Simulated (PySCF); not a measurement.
## Two-component Hartree-Fock for Os³⁹⁺ (osmium, charge +39)

Start: [Kr] 4d1; 4d5/2 filled at m_j = +5/2. Calculated with PySCF 2.14 in an even-tempered Gaussian basis (16 s from 4.6 bohr⁻², ratio 2.8; 14 p from 5.9 bohr⁻², ratio 2.8; 9 d from 5.9 bohr⁻², ratio 2.8; 3 f from 21 bohr⁻², ratio 3): generalised Hartree-Fock with the X2C-1e Hamiltonian and a Gaussian nucleus; one run each with spin-orbit coupling (SO) screened by Boettger's factors, then bare. This is a chosen level, not necessarily the ground level.

| spinor shell | electrons | ε, screened SO (eV) | ε, bare SO (eV) | weight of nominal j (bare SO) | rms radius, bare SO (bohr) |
| --- | --- | --- | --- | --- | --- |
| 1s1/2 | 2 | -76011.8 | -76010.3 | 1.000 | 0.0201 |
| 2s1/2 | 2 | -14833.2 | -14832.7 | 1.000 | 0.0810 |
| 2p1/2 | 2 | -14255.6 | -14291.4 | 1.000 | 0.0685 |
| 2p3/2 | 4 | -12718.6 | -12707.2 | 1.000 | 0.0764 |
| 3s1/2 | 2 | -4809.8 | -4809.7 | 1.000 | 0.205 |
| 3p1/2 | 2 | -4555.4 | -4563.4 | 1.000 | 0.195 |
| 3p3/2 | 4 | -4204.4 | -4201.8 | 1.000 | 0.211 |
| 3d3/2 | 4 | -3789.1 | -3796.2 | 1.000 | 0.184 |
| 3d5/2 | 6 | -3714.7 | -3710.2 | 1.000 | 0.189 |
| 4s1/2 | 2 | -2158.2 | -2158.2 | 1.000 | 0.431 |
| 4p1/2 | 2 | -2043.7 | -2046.2 | 1.000 | 0.427 |
| 4p3/2 | 4 | -1936.7 | -1935.9 | 1.000 | 0.453 |
| 4d5/2 | 1 | -1755.2 | -1753.8 | 1.000 | 0.442 |

| quantity | screened SO | bare SO |
| --- | --- | --- |
| E (hartree) | -16327.32248 | -16328.71429 |
| M_J | 5/2 | 5/2 |
| ⟨J²⟩ | 8.751 | 8.751 |
| ⟨L²⟩ | 6.093 | 6.099 |
| ⟨S²⟩ | 0.842 | 0.848 |

Each row is a mean over spinors that exchange with the open shell spreads, by up to 14.872 eV (4p3/2).

Breit and QED terms are absent; they matter most for the inner s and p1/2 levels.

Densities and radii are taken from the X2C orbitals without a picture-change correction, which distorts them close to the nucleus.
